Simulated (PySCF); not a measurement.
## Electron correlation in Al (aluminium, neutral)

[Ne] 3s2 3p1, 2P determinant. Computed with PySCF 2.14 in x2c-QZVPPall with one added diffuse shell each of s, p, d, f type (10s7p5d3f1g, 86 functions), with scalar relativity by spin-free X2C-1e. Frozen: [Ne]; 3 electrons correlated.

| level | correlation energy (mhartree) |
| --- | --- |
| CCSD | -52.21 |
| (T) | -1.29 |
| CCSD(T) | -53.50 |

Diagnostics: T1 = 0.020, D1 = 0.0424, largest double amplitude 0.052.

Cost of the coupled-cluster step: roughly 13 core-seconds, for 3 correlated electrons.

Iterations:

```
CC2 = 0
CCSD nocc = (np.int64(2), np.int64(1)), nmo = (81, 81)
frozen orbitals [[0, 1, 2, 3, 4], [0, 1, 2, 3, 4]]
max_cycle = 100
direct = 0
conv_tol = 1e-08
conv_tol_normt = 1e-06
diis_space = 8
diis_start_cycle = 0
Init t2, MP2 energy = -0.0383562960910926
Init E_corr(UCCSD) = -0.0383562960917299
cycle = 1  E_corr(UCCSD) = -0.0462202373840418  dE = -0.00786394129  norm(t1,t2) = 0.0589946
cycle = 2  E_corr(UCCSD) = -0.0494389029152092  dE = -0.00321866553  norm(t1,t2) = 0.0280414
cycle = 3  E_corr(UCCSD) = -0.0521949420490945  dE = -0.00275603913  norm(t1,t2) = 0.0144965
cycle = 4  E_corr(UCCSD) = -0.0521859746898447  dE = 8.96735925e-06  norm(t1,t2) = 0.00240109
cycle = 5  E_corr(UCCSD) = -0.052223620928358  dE = -3.76462385e-05  norm(t1,t2) = 0.000436426
cycle = 6  E_corr(UCCSD) = -0.0522122090344778  dE = 1.14118939e-05  norm(t1,t2) = 0.000104413
cycle = 7  E_corr(UCCSD) = -0.0522136102078474  dE = -1.40117337e-06  norm(t1,t2) = 3.1867e-05
cycle = 8  E_corr(UCCSD) = -0.0522141566200624  dE = -5.46412215e-07  norm(t1,t2) = 8.46471e-06
cycle = 9  E_corr(UCCSD) = -0.0522138376552131  dE = 3.18964849e-07  norm(t1,t2) = 2.54805e-06
cycle = 10  E_corr(UCCSD) = -0.0522138658033274  dE = -2.81481142e-08  norm(t1,t2) = 6.70186e-07
cycle = 11  E_corr(UCCSD) = -0.052213864956879  dE = 8.46448342e-10  norm(t1,t2) = 2.06641e-07
UCCSD converged
E(UCCSD) = -242.3696908230933  E_corr = -0.05221386495687902
UCCSD(T) correction = -0.00128654621141968
```
